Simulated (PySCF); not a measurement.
Vertical excitations of a molecule C₅H₇N from TDA-ωB97X/def2-SVPD in PySCF, as energy in eV (oscillator strength): 6.52 (0.013), 6.59 (0.166), 6.66 (0.025), 7.22 (0.073), 7.54 (0.018), 7.54 (0.000), 7.87 (0.000), 8.00 (0.014), 8.19 (0.777), 8.30 (0.268). Lowest triplet (TDA): 4.28 eV. Geometry optimised at PBE-D3(BJ)/def2-SVP. The values are those of a single conformer.

### Question
Pick the molecule that these values belong to.
A) Cn1cccc1
B) C=C=C(N)C=C
C) CC(C)=CC#N
D) C=C[C@@H](C)C#N

### Answer
A, Cn1cccc1
